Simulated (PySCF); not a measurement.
# Reading the logs of faulty runs: H6N2Si2

These are calculations, not measurements. They come from PySCF 2.14.0, an open-source quantum chemistry program, on an isolated molecule that a program drew, which may never have been made. The molecule is H6N2Si2 (charge 0, singlet), drawn as the SMILES string `N[SiH2]N=[SiH2]`.

Each row is a Hartree-Fock (HF) and frozen-core CCSD(T) single point in the cc-pV(D+d)Z basis, meant for a local HF minimum. Run 1 is clean. Each other run has one planted mistake out of seven kinds, and not every kind appears here: one electron removed, one electron added, multiplicity raised by two, geometry at a saddle point, minimal basis STO-3G, one bond length entered in bohr, all coordinates scaled. The reference is restricted for singlets and unrestricted otherwise, and also for a bond in bohr. Adding or removing an electron swaps singlet and doublet. Electrons count all cores. HOMO and LUMO are orbital energies over both spins, the gradient is its largest component, and the lowest frequency (negative if imaginary) is given only where the gradient is small. Bond lengths are over the 9 bonds as drawn. T1 is the CCSD diagnostic: over 0.02 (restricted) or 0.045 (unrestricted) a single reference is doubtful.

Geometry of the clean run:
```xyz
10
H6N2Si2, angstrom
N     1.4622   -1.9465    0.4127
Si    1.6058   -0.3961    1.1553
N     0.2099    0.5136    0.8464
Si   -0.6897    1.7108    0.4359
H     2.2856   -2.5176    0.3554
H     0.6705   -2.5150    0.6529
H     2.8540    0.1865    0.5975
H     1.7822   -0.4474    2.6321
H    -0.2260    3.0510    0.0279
H    -2.1601    1.6415    0.4180
```

```
run,electrons,basis functions,<S^2>,HOMO (eV),LUMO (eV),gradient (hartree/bohr),lowest frequency (cm^-1),mean bond (Å),longest bond (Å),T1,HF (hartree),CCSD(T) (hartree),mistake
1,48,104,0.000,-10.07,1.65,1.1e-05,52,1.4336,1.725,0.0161,-690.29141,-690.88485,no fault
2,48,104,0.864,-9.42,1.03,1.2e-02,-,1.5794,2.788,0.0355,-690.18570,-690.76947,one bond length entered in bohr
3,48,104,0.000,-10.15,1.84,4.5e-02,-,1.3734,1.653,0.0146,-690.26902,-690.85256,all coordinates scaled
4,48,104,2.022,-6.03,0.05,1.2e-01,-,1.4336,1.725,0.0269,-690.19322,-690.75080,multiplicity raised by two
5,48,34,0.000,-6.72,7.48,2.9e-02,-,1.4336,1.725,0.0148,-682.11857,-682.36626,?
6,49,104,0.767,0.10,8.57,7.5e-02,-,1.4336,1.725,0.0151,-690.25837,-690.86077,?
```

**Which mistake was planted in run 5, and what did it cost?**

It has 34 basis functions where the clean run has 104, with the same electrons and geometry. So the mistake is: minimal basis STO-3G. Subtracting run 1 and multiplying by 627.51 kcal/mol a hartree, the energy moved by 5128.5 kcal/mol in HF and 5345.5 kcal/mol in CCSD(T).

**Which mistake was planted in run 6, and what did it cost?**

It counts 49 electrons, one more than the clean run, at the same geometry and basis. So the mistake is: one electron added. Subtracting run 1 and multiplying by 627.51 kcal/mol a hartree, the energy moved by 20.7 kcal/mol in HF and 15.1 kcal/mol in CCSD(T).

Cautions from the logs. Run 6: the HOMO is above zero, so the electron isn't bound and the energy depends on the basis.
